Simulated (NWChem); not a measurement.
# Basis-set convergence for H2Cl2Ge

SMILES: [Cl][GeH2][Cl]
```xyz
5

Ge     0.0000     0.0000    -0.6063
Cl    -1.7634     0.0000     0.6545
Cl     1.7634     0.0000     0.6545
H      0.0000     1.2963    -1.4270
H      0.0000    -1.2963    -1.4270
```
Charge 0, spin multiplicity 1.

Program: NWChem. The geometry was optimised at B3LYP/def2-SVP, a minimum by its harmonic frequencies.

Quantity: dipole moment at the level PBE0.

The Hamiltonian is non-relativistic. The Pople sets run with spherical d functions. The structure started from a generated list of species.

```tsv
basis	functions	dipole moment (D)
3-21G	52	?
6-31G*	72	2.35
pcseg-1	73	?
cc-pVDZ	73	?
def2-SVPD	108	2.12
aug-pcseg-1	108	2.11
cc-pVTZ	139	2.04
pcseg-2	139	2.11
def2-TZVPP	160	2.04
cc-pVQZ	246	2.04
```

### Question
Complete the blanks.

### Answer

- 3-21G, dipole moment (D): 3.05
- pcseg-1, dipole moment (D): 2.29
- cc-pVDZ, dipole moment (D): 2.20
